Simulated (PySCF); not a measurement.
Si(H)3(SMe) (CH6SSi), SMILES CS[SiH3]. Atoms are numbered in the order given.

```xyz
9

Si    -0.2262     1.3601     0.0000
S      0.7458    -0.5572     0.0000
C     -0.7334    -1.6500     0.0000
H      0.8629     2.3740     0.0000
H     -1.0878     1.5350     1.2072
H     -1.0878     1.5350    -1.2072
H     -1.3459    -1.4932    -0.8998
H     -0.3610    -2.6833     0.0000
H     -1.3459    -1.4932     0.8998
```
Charge 0, spin multiplicity 1.

The structure is a stationary point at B3LYP-D3(BJ)/def2-SVP.

Calculation: HF/pcSseg-1 (PySCF).

GIAO shieldings, no solvent; atoms alike by connectivity are averaged. δ = σ(ref) − σ: ²⁹Si against TMS (σ = 393.8 ppm); ³³S against H2S (σ = 725.2 ppm); ¹³C against TMS (σ = 192.6 ppm); ¹H against TMS (σ = 31.99 ppm), references at their B3LYP-D3(BJ)/def2-TZVP geometries, non-relativistic.

Computed chemical shifts:
```csv
nucleus,atoms,count,δ (ppm)
²⁹Si,Si1,1,-44.0
³³S,S2,1,-44.1
¹³C,C3,1,15.8
¹H,"H4, H5, H6",3,4.46
¹H,"H7, H8, H9",3,2.22
```
